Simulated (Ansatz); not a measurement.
```yaml
crystal:
  periodic: [false, false, false]
  atoms:
    - {symbol: C, position_ang: [-4.957555, 1.121176, -0.348872]}
    - {symbol: O, position_ang: [-4.060895, 0.922892, 0.745386]}
    - {symbol: C, position_ang: [-2.952586, 0.194865, 0.572017]}
    - {symbol: C, position_ang: [-2.575572, -0.419409, -0.648240]}
    - {symbol: C, position_ang: [-1.392388, -1.163727, -0.722979]}
    - {symbol: C, position_ang: [-0.601950, -1.285683, 0.429015]}
    - {symbol: I, position_ang: [1.178815, -2.430465, 0.318331]}
    - {symbol: C, position_ang: [2.647776, -0.906835, -0.069137]}
    - {symbol: C, position_ang: [3.333603, -0.367055, 1.026036]}
    - {symbol: C, position_ang: [4.291430, 0.626314, 0.761480]}
    - {symbol: C, position_ang: [4.535404, 1.044838, -0.556210]}
    - {symbol: C, position_ang: [3.826674, 0.478587, -1.628188]}
    - {symbol: C, position_ang: [2.864162, -0.518128, -1.396913]}
    - {symbol: C, position_ang: [-0.949972, -0.691755, 1.657316]}
    - {symbol: C, position_ang: [-2.126391, 0.049466, 1.717888]}
    - {symbol: H, position_ang: [-5.375636, 0.155564, -0.705202]}
    - {symbol: H, position_ang: [-4.456122, 1.646684, -1.189343]}
    - {symbol: H, position_ang: [-5.776333, 1.752159, 0.039543]}
    - {symbol: H, position_ang: [-3.199597, -0.326600, -1.546807]}
    - {symbol: H, position_ang: [-1.108819, -1.638955, -1.673045]}
    - {symbol: H, position_ang: [3.144226, -0.700406, 2.056369]}
    - {symbol: H, position_ang: [4.850443, 1.068918, 1.599527]}
    - {symbol: H, position_ang: [5.290387, 1.820826, -0.750906]}
    - {symbol: H, position_ang: [4.023085, 0.805296, -2.660414]}
    - {symbol: H, position_ang: [2.313393, -0.968648, -2.234741]}
    - {symbol: H, position_ang: [-0.323438, -0.801512, 2.553898]}
    - {symbol: H, position_ang: [-2.442166, 0.531595, 2.654169]}
basis:
  gaussian: {orbitals: def2-TZVP}
total_charge: 1
magnetization: {spin_polarized: true, initial_magnetization: 2}
hamiltonian: {xc: pbe0, dispersion: d4}
scf: {omitted_lower_state_checks: [starts]}
output: {orbitals: {seedname: orbitals}}
```

```sh
$ ansatz run in.yaml --threads 6 --pin off --events-out ev --progress --plain --max-ram 7833MiB
```

Question: Does this run fit into the memory that it is given?

Answer: No. It has 556 basis functions, and Ansatz plans for 10 GiB where 8 GiB are given.
